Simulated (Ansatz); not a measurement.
Sr₂O₃⁻ was relaxed with PBE0-D4 (def2-SVPD) in Ansatz in these states: charge -1 doublet, charge -1 quartet. The geometries follow in no particular order.

In the def2 sets Sr takes a core potential; there is no spin–orbit coupling.

A:

```xyz
5

Sr   -0.635   -0.504   -1.679
Sr    0.572    1.274    1.235
O     0.711   -1.167    0.418
O    -0.531   -1.023    0.844
O    -0.117    1.420   -0.818
```

B:

Cartesian coordinates in Å:
```
Sr -0.204 -1.216 1.105
Sr -0.334 1.397 -0.824
O 0.637 -0.735 -1.038
O 1.421 0.043 -0.038
O -1.520 0.511 0.794
```

Q: Judge from the bond lengths which geometry belongs to which state (an estimate).

A: A is the charge -1 quartet (Sr1–Sr2 3.620 Å, Sr1–O4 2.578 Å, Sr2–O4 2.578 Å); B is the charge -1 doublet (Sr1–Sr2 3.251 Å, Sr1–O4 2.352 Å, Sr2–O4 2.352 Å).

At PBE0-D4/def2-SVPD the highest occupied level of the charge -1 quartet lies above zero (up to 0.03 eV). It is a level of α spin, whose loss leaves a triplet; that state wasn't run at this geometry and level. The electron is either unbound and held by the finite basis, or the level is raised by self-interaction error. At PBE0-D4/def2-SVPD the highest occupied level of the charge -1 doublet lies above zero (up to 0.58 eV). By energy differences its removal costs 0.28 eV (vertical, to the charge 0 singlet, at PBE0-D4/def2-TZVPD). At PBE0-D4/def2-TZVPD a doublet lies 1.18 eV below the charge -1 quartet. These are the stationary points nearest to one start from a short search; other shapes may lie lower in each state.
